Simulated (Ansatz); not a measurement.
C₃H₉Si, SMILES C[Si](C)C, multiplicity 2.

The structure is a stationary point at B3LYP-D3(BJ)/def2-SVP. The isomer is the one that the SMILES or the coordinates give; other isomers of the formula were not compared.

Two levels are set side by side: PBE/def2-SVPD (Ansatz, a quantum-chemistry and plane-wave program) and PBE0/def2-SVPD (Ansatz). Energy differences of separate SCF runs at the same geometry; the states with an electron removed or added have multiplicity 1 and 1. Differences are taken from unrounded values.

| quantity | PBE |
|---|---|
| vertical ionisation energy (eV) | 7.22 |

Q: These are the PBE values. What does PBE0 give? (The exact figures need the calculation; the answer reports its results.)

A: 
```tsv
quantity	PBE0	PBE minus PBE0
vertical ionisation energy (eV)	7.35	-0.13
```

Here PBE gives about what the other level gives.
